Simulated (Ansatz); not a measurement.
Computed with Ansatz on PBE0-D4/def2-TZVP structures; ΔE is electronic, products minus reactants. CBS: MP2 limit from def2 TZ/QZ plus the TZ coupled-cluster correction, frozen cores. Elements past krypton have def2 core potentials. For Br, Cd outer-core shells are correlated without core-valence functions, which leaves a few kJ/mol of doubt a bond. Scalar relativity is left out up to krypton. Each species was taken in one conformer, which may not be the lowest.

Reaction (ligand exchange at the Si–C bond): `[SiH3][C@H]1B[Si@@H]1Br` + `[OH][Cd][O][SiH3]` → `[SiH3][O][Cd][O][SiH3]` + `Br[SiH]1BC1`

`[SiH3][C@H]1B[Si@@H]1Br`:

```xyz
11

Si    1.379    0.736   -0.047
C     0.192   -0.687    0.262
B    -0.936   -0.514    1.251
Si   -1.412   -0.039   -0.551
Br   -2.672   -1.431   -1.731
H     2.467    0.669    0.964
H     0.687    2.043    0.097
H     1.969    0.628   -1.404
H     0.791   -1.600    0.216
H    -1.265   -0.992    2.286
H    -1.199    1.188   -1.344
```

`[OH][Cd][O][SiH3]`:

```xyz
8

O    -2.485   -2.299    0.716
Cd   -1.311   -0.874    0.081
O    -0.300    0.660   -0.579
Si    1.177    1.266   -0.286
H    -2.078   -3.166    0.647
H     1.340    1.683    1.140
H     2.257    0.273   -0.571
H     1.399    2.457   -1.150
```

`[SiH3][O][Cd][O][SiH3]`:

```xyz
11

Si   -0.616    2.191   -2.187
O    -1.014    1.799   -0.660
Cd   -0.389    0.467    0.615
O     0.151   -0.760    2.025
Si    0.700   -2.292    2.054
H    -0.792    1.039   -3.121
H     0.809    2.625   -2.296
H    -1.488    3.306   -2.642
H     1.956   -2.447    1.263
H    -0.295   -3.249    1.485
H     0.977   -2.677    3.463
```

`Br[SiH]1BC1`:

```xyz
8

Br    1.791   -1.794   -1.377
Si    0.358   -0.972    0.098
B     0.477    0.772    0.809
C    -0.710    0.753   -0.078
H    -0.703   -1.982    0.288
H     1.307    1.596    1.003
H    -1.559    0.068    0.023
H    -0.960    1.559   -0.766
```

```
             level  ΔE (kcal/mol)
CCSD(T)/def2-TZVPP          -20.3
    MP2/def2-QZVPP          -19.4
```

Task: What does CCSD(T)/CBS give? (An estimate is asked.)

Result: Ansatz gave: -19.0 kcal/mol. The listed levels differ from it by -1.3, -0.4 kcal/mol.

Largest T1 diagnostic among the species: 0.016.

In def2-TZVPP, CCSD(T) changes the Hartree–Fock value by +4.5 kcal/mol (the triples alone add +0.4 kcal/mol) and MP2 by +4.8 kcal/mol. The D4 term adds +1.6 kcal/mol with B3LYP and +0.9 kcal/mol with PBE0; it sums over pairs of atoms, weighted by their polarisabilities, and B3LYP, whose exchange is more repulsive, gets the larger term.

B3LYP here is the variant with VWN-RPA as its local correlation; programs differ in this.
